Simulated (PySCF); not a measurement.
Two structures of Si2H6ClF, singlet, reached by relaxing down either side of one saddle point (PBE0-D4/def2-TZVP). Energies are electronic, without zero-point energy. PySCF 2.14 with density fitting (its default auxiliary sets; JK sets also for MP2 and CCSD(T)); basis: def2-TZVPP and def2-QZVPP; cores frozen in the correlated methods. Extrapolation: Hartree–Fock as exp(−7.88 √X), correlation as X^−2.97. First:

Si1  (-0.261, -0.986, -0.755)
Si2  (-0.516, 1.153, 0.166)
H3  (-0.490, -2.060, 0.237)
H4  (1.044, -1.157, -1.434)
Cl5  (-1.740, -1.137, -2.194)
H6  (1.639, 0.052, 1.549)
F7  (1.955, -0.802, 1.378)
H8  (0.497, 1.422, 1.240)
H9  (-0.329, 2.194, -0.876)
H10  (-1.856, 1.295, 0.789)
(Å)

Second:

Si1  (0.302, -2.313, -0.940)
Si2  (-0.274, 2.062, 0.886)
H3  (-0.420, -3.513, -0.475)
H4  (1.180, -2.561, -2.099)
Cl5  (-1.059, -0.883, -1.441)
H6  (0.717, 1.008, 1.212)
F7  (1.196, -1.772, 0.257)
H8  (-0.037, 3.250, 1.747)
H9  (-0.134, 2.457, -0.538)
H10  (-1.647, 1.551, 1.127)
(Å)

Task: Which bonds change from the first to the second?

Result: Si₂H₅Cl ([SiH3][SiH2][Cl]) + HF → SiH₂ClF ([F][SiH2][Cl]) + SiH₄; bonds formed: Si1–F7, Si2–H6; bonds broken: Si1–Si2, H6–F7.

Task: Give the saddle point's structure and its height above each. (Judge from chemistry; the value comes from the calculation.)

Result: Computed: 1.622 eV above the first and 3.002 eV above the second (CCSD(T) at an estimated basis limit (MP2 extrapolated from triple and quadruple zeta, plus CCSD(T) − MP2 in triple zeta)).
```xyz
10
angstrom
Si 0.1192 -1.1188 -0.5005
Si -0.2881 1.2789 0.4331
H -0.4893 -2.2500 0.2145
H 1.1282 -1.2914 -1.5556
Cl -1.5343 -0.5415 -1.6992
H 0.8325 -0.0894 0.7084
F 1.5324 -1.0828 0.8091
H 0.5189 1.9126 1.5178
H -0.1332 2.0561 -0.8135
H -1.6859 1.1262 0.8858
```

T1 diagnostic: at most 0.013. The end structure is not quite a true minimum (one mode of 35i cm⁻¹).

Labels in which every atom is bracketed show which atoms are joined, not bond orders.

For scale, one of the runs: CCSD(T)/def2-TZVPP, 241 basis functions, launched by `OMP_NUM_THREADS=4 python run.py`. Time: 20 min of wall clock on 4 CPU threads of an Intel Xeon; the host was shared. Peak host memory: 4.5 GiB.
